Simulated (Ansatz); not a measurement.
Calculated with Ansatz (gas phase, PBE0-D4/def2-TZVP geometries, no zero-point term in ΔE). CBS: MP2 limit from def2 TZ/QZ plus the TZ coupled-cluster correction, frozen cores. DFT in def2-TZVPP. B3LYP here is the variant with VWN-RPA as its local correlation; programs differ in this. One conformer a species, not always the lowest.

Consider the formal exchange of groups at the Si–C bond: `CBNC[SiH3]` + `N=C(O)[SiH3]` → `N=C(O)[SiH2][SiH3]` + `CBNC`.

(1) Is it downhill or uphill in electronic energy at CCSD(T)/CBS, and by how much? (An estimate is asked.)

(2) What do these levels give: PBE-D4, r2SCAN-D4, B3LYP-D4, ωB97X-V, ωB97M-V, B2PLYP, r2SCAN, MP2/def2-TZVPP, CCSD(T)/def2-TZVPP, HF/def2-QZVPP, MP2/def2-QZVPP, HF/CBS(def2)? (An estimate is asked.)

Largest T1 diagnostic among the species: 0.015.

## Answers

(1) Computed: Downhill: ΔE = -19.6 kJ/mol.

(2) Ansatz gave: PBE-D4 -30.3, r2SCAN-D4 -25.1, B3LYP-D4 -20.8, ωB97X-V -20.7, ωB97M-V -15.1, B2PLYP -18.6, r2SCAN -25.1, MP2/def2-TZVPP -14.5, CCSD(T)/def2-TZVPP -19.4, HF/def2-QZVPP -14.5, MP2/def2-QZVPP -14.3, HF/CBS(def2) -14.4 kJ/mol.
